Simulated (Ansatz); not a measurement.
Consider the formal exchange of groups at a C–C bond: `CC1C=COC1` + `[AlH3]` → `[AlH2][CH]1C=COC1` + CH₄.

Computed with Ansatz on PBE0-D4/def2-TZVP structures; ΔE is electronic, products minus reactants. CCSD(T)/CBS is the MP2 limit (def2-TZVPP, def2-QZVPP) plus CCSD(T) − MP2 in def2-TZVPP, frozen cores. This one scheme is used for every species.

```
            species  CCSD/def2-TZVPP energy (Eh)
        `CC1C=COC1`                   -270.03428
           `[AlH3]`                   -243.75918
`[AlH2][CH]1C=COC1`                   -473.37406
                CH₄                    -40.43238
```

Work out ΔE.

ΔE = (-473.37406) + (-40.43238) − (-270.03428) − (-243.75918) = -0.01298 Eh = -34.1 kJ/mol. CCSD(T)/CBS gives -41.9 kJ/mol.

Largest T1 diagnostic among the species: 0.013.

From PBE to PBE0 (25 % exact exchange), in def2-TZVPP and without D4, ΔE moves by +6.6 kJ/mol. In def2-TZVPP, CCSD(T) changes the Hartree–Fock value by −27.3 kJ/mol (the triples alone add −6.2 kJ/mol) and MP2 by −34.6 kJ/mol.
